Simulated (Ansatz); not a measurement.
Species: LiOH, charge 0, singlet. LiOH (SMILES [Li][OH]).
B3LYP-D3(BJ)/def2-TZVP minimum from Ansatz (a program for electronic structure):
```xyz
3

Li     0.0000     0.0000    -1.2587
O      0.0000     0.0000     0.3139
H      0.0000     0.0000     1.2652
```
Charge 0, spin multiplicity 1.

Total energies in def2-QZVPP, 8 correlated electrons, 2 frozen orbitals. Open shells are spin-unrestricted; no spin-orbit coupling. Correlated methods leave the cores frozen. No relativity.

| method | program | energy (Eh) | minus CCSDT(Q) (mEh) |
|---|---|---|---|
| HF | Ansatz | -82.95892 | 300.20 |
| MP2 | Ansatz | -83.25061 | 8.51 |
| CCSD | Ansatz | -83.24787 | 11.25 |
| CCSD(T) | Ansatz | -83.25860 | 0.52 |
| CCSDT(Q) | Ansatz | -83.25912 | 0.00 |

Rough core times of Ansatz's runs on a shared machine: CCSD(T) under 20 s, CCSDT(Q) 5 min.
